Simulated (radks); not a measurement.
Ionisation of the platinum ion Pt3+, [Xe] 4f14 5d7, to [Xe] 4f14 5d6 as the strength of local exchange is varied. All-electron calculation, scalar-relativistic Kohn-Sham, Slater X-alpha exchange (alpha = 2/3 is LDA exchange), no correlation, spin-polarised, spherical densities, point nucleus; open shells are filled with parallel spins first (spin-orbit coupling, left out, can overturn this in heavy ions). Program: a radial shooting solver on a logarithmic mesh with Libxc functionals.

alpha  E(Pt3+) (hartree)  exchange (hartree)  IE (eV)  -e of the level emptied (eV)  <r> of it (bohr)
0.574        -18346.2989           -287.4761   40.971                   34.522 (5d)             1.525
0.661        -18390.1657           -331.8735   42.534                   36.026 (5d)             1.502
0.667        -18393.1950           -334.9433   42.644                   36.132 (5d)             1.500
0.703        -18411.3818           -353.3842   43.304                   36.769 (5d)             1.491
0.874        -18498.0247           -441.4842   46.539                   39.899 (5d)             1.448

NIST Atomic Spectra Database: 43 +/- 1.7 eV (theoretical). The Delta-SCF value meets it near alpha = 0.69. Open shells are spherical and high-spin; term and fine-structure splittings are not resolved. Spin-orbit splitting is averaged out at the scalar-relativistic level.
